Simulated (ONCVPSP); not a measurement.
**Cutoff test, H (Z = 1), ONCV**

ONCVPSP 4.0.1 input, shortened (lines: element, Z, core and valence counts, functional; n l f; lmax; l rc ep ncon nbas qcut; lloc lpopt rc5 dvloc0; l nproj debl; icmod fcfact rcfact), PBE, scalar-relativistic:

```
  H 1.00    0    1        4      upf
    1    0    1.00
    1
    0    1.50    0.00    4    7    6.40
    1    1.50    0.02    5    8    5.20
    4    5    1.40    0.00
    0    3    1.80
    1    2    1.90
    0    0.00    0.00
```

Q: For each optimised wave give the share of its norm inside rc, the residual kinetic energy above qcut (Ha) and the cutoffs (Ha) for errors of 10, 1, 0.1 and 0.01 mHa per electron.

A:

```tsv
wave	norm inside rc	residual KE	10 mHa	1 mHa	0.1 mHa	0.01 mHa
1s	0.532	8.1e-06	6.6	11.8	16.1	20.3
s projector 2	0.113	4.2e-05	8.2	13.8	18.7	32.9
s projector 3	0.197	4.9e-04	11.0	18.9	23.4	38.0
p projector 1	0.003	2.9e-07	0.1	0.6	2.1	5.4
p projector 2	0.256	3.2e-04	5.1	10.5	15.6	29.7
```

The occupied waves need 12 Ha and 16 Ha for 1 and 0.1 mHa. Rows with under 1 % of the norm inside rc give no meaningful cutoff.
